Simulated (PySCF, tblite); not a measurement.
C6H13OP.
Z-matrix (Å and degrees, GFN2-xTB geometry), rows numbered from 1:
```
C 
O   1  1.4020
C   2  1.4091  1  114.05
C   3  1.5200  2  105.45  1  -174.72
P   4  1.8701  3  105.99  2    34.51
C   5  1.8439  4   95.98  3   179.48
C   6  1.5027  5  117.88  4   -95.91
C   7  1.4922  6   60.16  5  -108.74
H   1  1.0974  2  110.97  3   -63.65
H   1  1.0880  2  106.79  3   177.03
H   1  1.0967  2  111.22  3    57.59
H   3  1.1004  2  109.67  1   -55.68
H   3  1.1010  2  110.65  1    63.48
H   4  1.0918  3  111.32  2   -84.94
H   4  1.0919  3  111.19  2   153.50
H   5  1.3966  4   95.99  3   -85.16
H   6  1.0864  5  115.41  4    48.85
H   7  1.0800  6  118.49  8  -108.59
H   7  1.0803  6  117.81  8   107.83
H   8  1.0799  6  117.99  7  -108.02
H   8  1.0801  6  118.13  7   108.63
```

The calculation used PBE0/pcSseg-1 in PySCF (dipole) on a GFN2-xTB geometry, gas phase.

Masses are those of the commonest isotopes; rigid-rotor values at the optimised geometry. The values belong to one conformer with, in the numbering `[CH3:1][O:2][CH2:3][CH2:4][PH:5][CH:6]1[CH2:7][CH2:8]1`, C1–O2–C3–C4 -175°, O2–C3–C4–P5 35°, C3–C4–P5–C6 179°, C4–P5–C6–C7 -96°.

Question: What are A, B and C (MHz)?

Answer: Ia = 96.73, Ib = 693.05, Ic = 746.85 u·Å²; 505379 MHz·u·Å²/I gives A = 5224, B = 729.2, C = 676.7 MHz.

Question: What kind of rotor is it?

Answer: A near-prolate asymmetric top; Ray's κ = -0.977.

Question: Is it planar, by Δ = Ic − Ia − Ib?

Answer: Not planar: Δ = Ic − Ia − Ib = -42.93 u·Å². For a rigid frame Δ = −2 Σ m c², so Σ m c² = 21.46 u·Å² lies off the ab plane: 12.30 from hydrogen and 9.16 from heavier atoms. The atom farthest from that plane is 1.60 Å away.

Question: Give the other two planar moments, Paa and Pbb, and the rms extents of the mass along the axes.

Answer: Paa = Σ m a² = (Ib + Ic − Ia)/2 = 671.58 and Pbb = Σ m b² = (Ia + Ic − Ib)/2 = 75.27 u·Å². With the mass M = 132.07 u, the rms extents √(P/M) along a, b and c are 2.26, 0.75, 0.40 Å.

Question: Give the coordinates in the principal-axis frame, origin at the centre of mass.

Answer: The sense of each axis is arbitrary; atoms in the order of the calculation.
```
atom  mass (u)   a (Å)   b (Å)   c (Å)
  C1    12.000  -3.543   0.719   0.217
  O2    15.995  -2.261   0.324  -0.190
  C3    12.000  -1.947  -1.014   0.119
  C4    12.000  -0.491  -1.191  -0.280
  P5    30.974   0.343   0.444   0.076
  C6    12.000   2.025  -0.075  -0.472
  C7    12.000   2.989  -0.555   0.576
  C8    12.000   3.205   0.767  -0.082
  H9     1.008  -4.316   0.148  -0.312
 H10     1.008  -3.639   1.775  -0.029
 H11     1.008  -3.678   0.580   1.296
 H12     1.008  -2.076  -1.185   1.198
 H13     1.008  -2.616  -1.704  -0.419
 H14     1.008  -0.396  -1.434  -1.340
 H15     1.008  -0.015  -1.980   0.307
 H16     1.008   0.008   1.046  -1.139
 H17     1.008   2.069  -0.566  -1.440
 H18     1.008   3.653  -1.371   0.331
 H19     1.008   2.655  -0.559   1.603
 H20     1.008   3.021   1.659   0.499
 H21     1.008   4.016   0.866  -0.788
```

Question: Which types of transition are allowed, and where do some lines up to J = 3 fall?

Answer: The dipole components are |μa| = 1.24 D, |μb| = 1.33 D, |μc| = 0.30 D. The squared components, which scale the intensities, stand as 0.87 : 1.00 : 0.05 (a : b : c). Some lines, for components of 0.1 D or more:

```tsv
type	branch	J(Ka,Kc)	MHz	lower level (cm⁻¹)
a	R	1(0,1) ← 0(0,0)	1406	0.000
a	R	3(1,3) ← 2(1,2)	4139	0.289
a	R	3(0,3) ← 2(0,2)	4216	0.141
c	Q	3(1,3) ← 3(0,3)	4366	0.281
b	Q	1(1,0) ← 1(0,1)	4548	0.047
b	Q	3(1,2) ← 3(0,3)	4681	0.281
b	R	1(1,1) ← 0(0,0)	5901	0.000
c	R	2(1,1) ← 1(0,1)	7412	0.047
b	R	3(1,3) ← 2(0,2)	8582	0.141
c	Q	3(2,2) ← 3(1,2)	13407	0.437
b	Q	3(2,1) ← 3(1,2)	13410	0.437
b	Q	2(2,0) ← 2(1,1)	13486	0.294
b	Q	3(2,2) ← 3(1,3)	13722	0.427
c	R	2(2,1) ← 1(1,1)	16403	0.197
b	R	3(2,2) ← 2(1,1)	17703	0.294
c	R	3(2,1) ← 2(1,1)	17706	0.294
b	Q	3(3,0) ← 3(2,1)	22606	0.885
b	Q	3(3,1) ← 3(2,2)	22608	0.885
c	R	3(3,0) ← 2(2,0)	26825	0.744
c	R	3(3,1) ← 2(2,1)	26826	0.744
b	R	3(3,0) ← 2(2,1)	26826	0.744
```

Question: Estimate the classical rotational partition function at 10 K, 50 K and 200 K.

Answer: Point group C1, symmetry number σ = 1; q = (√π/σ)·√((kT/h)³/(ABC)), k/h = 20836.6 MHz/K: 3320 at 10 K, 37100 at 50 K, 297000 at 200 K.

Its GFN2-xTB frequencies are all real (lowest 43 cm⁻¹). Constants of a rigid frame at the computed geometry: no zero-point averaging, no centrifugal distortion. A rigid rotor knows nothing of internal rotation, which can split or shift real lines.
